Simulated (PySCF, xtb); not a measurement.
H8N2OSi2, SMILES N[SiH2]O[SiH2]N. The values are those of a single conformer.

Harmonic wavenumbers (cm⁻¹) from GFN2-xTB (xtb 6.7.1) at its own minimum, in rising order: 22, 42, 68, 179, 213, 240, 311, 508, 547, 553, 560, 567, 596, 600, 717, 749, 795, 798, 833, 856, 883, 914, 1096, 1513, 1517, 2200, 2205, 2253, 2258, 3468, 3470, 3516, 3519.

Q: What does PBE-D3(BJ)/def2-SVP (PySCF 2.14.0) give at its own minimum? (An estimate is asked for; the answer gives what the named calculation found.)

A: 28, 45, 70, 185, 259, 278, 320, 329, 377, 534, 541, 603, 771, 778, 817, 832, 864, 865, 873, 905, 912, 953, 1005, 1487, 1492, 2173, 2174, 2199, 2203, 3500, 3501, 3599, 3599. Paired by order, the mean absolute difference is 58 cm⁻¹ and the zero-point energies are 55.1 and 55.9 kcal/mol.
